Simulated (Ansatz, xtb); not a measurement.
**Relative energy of two structures of H5NOSn**

We compare I, `[NH2][SnH2][OH]`, a singlet, with II, a singlet given by its coordinates. Both are isolated molecules in the gas phase, relaxed with B3LYP-D3(BJ)/def2-SVP; the shapes shown needn't be the lowest conformers.

I (Å):

```xyz
8

N    -0.7436   -1.4047   -0.4059
O     2.1757   -0.4380   -1.3717
Sn    0.7379   -1.7640   -1.7754
H    -1.4030   -0.6743   -0.6728
H    -1.2780   -2.2348   -0.1500
H     1.2761   -3.3729   -1.4830
H     0.3656   -1.4051   -3.4131
H     2.3028   -0.3497   -0.4164
```

II (Å):

```xyz
8

N    -0.2034   -0.7665   -0.5394
O     1.3282   -1.3709   -2.5619
Sn    1.4939   -2.0677   -0.2401
H    -0.1963    0.1193   -0.0323
H    -1.1308   -1.1787   -0.4304
H     0.4900   -3.4917   -0.7139
H     0.9478   -2.0693   -3.1157
H     0.5386   -0.9034   -2.1333
```

Close contacts (Å): N1–Sn3 2.16, O2–Sn3 2.43, N1–H4 1.02, N1–H5 1.02, O2–H7 0.97, O2–H8 1.01, Sn3–H6 1.81, Sn3–H8 2.42.

**Question.** Estimate E(II) − E(I) at the level CCSD(T)/def2-TZVP.

**Answer.** Too close to call at this level: CCSD(T)/def2-TZVP gives E(II) − E(I) = −0.047 eV.

Level by level:

| level | geometry | E(II) − E(I) (eV) | departure from the last row (eV) | job, with rough time for the two |
| --- | --- | --- | --- | --- |
| B3LYP-D3(BJ)/def2-SVP | B3LYP-D3(BJ)/def2-SVP | −0.640 | −0.593 | optimisation, 60 s |
| HF/def2-TZVP | B3LYP-D3(BJ)/def2-SVP | +0.174 | +0.221 | part of the CCSD(T) run |
| MP2/def2-TZVP | B3LYP-D3(BJ)/def2-SVP | −0.105 | −0.058 | part of the CCSD(T) run |
| CCSD(T)/def2-TZVP | B3LYP-D3(BJ)/def2-SVP | −0.047 |  | single point, 2.1 min |

HF/def2-TZVP puts the two in the other order. The largest departure from CCSD(T)/def2-TZVP is that of B3LYP-D3(BJ)/def2-SVP, 0.593 eV. Levels run at GFN2-xTB geometries aren't shown.

With harmonic frequencies from B3LYP-D3(BJ)/def2-SVP (ideal gas, rigid rotor, one conformer each, 400 K, 1 atm): the zero-point term adds +0.129 eV; ΔH is +0.063 and ΔG +0.104 eV.

The correlated steps freeze 6 core orbitals; the filled d shell of Sn is correlated, in a basis made for valence electrons. Atoms past krypton carry core potentials in the def2 sets and no spin–orbit term is included. Run with Ansatz 0.2.0; the last row on 1 thread of Arm Neoverse V2 on a shared host.
